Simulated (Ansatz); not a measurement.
Vertical singlet–triplet gap (eV) of eight silicon and germanium compounds: PBE beside CAM-B3LYP, computed with Ansatz (an electronic-structure program) for isolated molecules in the bases named; differences from unrounded values. The eight are the first of their class met in an unordered collection, after screening for sound electronic states; none was chosen by its value. Functionals give these values as differences of separate SCF runs (ΔSCF), EOM-CCSD as a root; each molecule has one DFT geometry for both levels.

| molecule | basis | CAM-B3LYP | PBE | difference |
|---|---|---|---|---|
| silanone (H2OSi), SMILES [SiH2]=O | def2-TZVPD | 3.78 | ? | ? |
| silylarsine (AsH5Si), SMILES [SiH3][AsH2] | def2-TZVPD | 5.56 | 5.30 | -0.26 |
| difluoro(fluoromethyl)silane (CH₃F₃Si), SMILES FC[SiH](F)F | def2-SVPD | 7.23 | ? | ? |
| Si(CF3)(Cl)(H)2 (CH2ClF3Si), SMILES FC(F)(F)[SiH2]Cl | def2-SVPD | 7.39 | 6.39 | -1.00 |
| methyl(silylsulfanyl)silane (CH8SSi2), SMILES C[SiH2]S[SiH3] | def2-SVPD | 5.76 | ? | ? |
| GeH6OSi, SMILES [SiH2](O)[GeH3] | def2-SVPD | 5.84 | 5.18 | -0.66 |
| CH6OSSi, SMILES CS[SiH2]O | def2-SVPD | 5.50 | 5.12 | -0.38 |
| CH6O2Si2, SMILES O[Si@H]1OC[SiH2]1 | def2-SVPD | 5.42 | 4.85 | -0.58 |

Task: What belongs in the gaps? (The exact figures need the calculation; the answer reports its results.)

Result: 
- difluoro(fluoromethyl)silane (CH₃F₃Si), SMILES FC[SiH](F)F, PBE: 6.37
- difluoro(fluoromethyl)silane (CH₃F₃Si), SMILES FC[SiH](F)F, difference: -0.87
- methyl(silylsulfanyl)silane (CH8SSi2), SMILES C[SiH2]S[SiH3], PBE: 5.21
- methyl(silylsulfanyl)silane (CH8SSi2), SMILES C[SiH2]S[SiH3], difference: -0.55
- silanone (H2OSi), SMILES [SiH2]=O, PBE: 3.66
- silanone (H2OSi), SMILES [SiH2]=O, difference: -0.12

PBE lies below CAM-B3LYP in 8 and above it in 0 of the eight; the mean signed difference is -0.55 and the largest -1.00 eV.
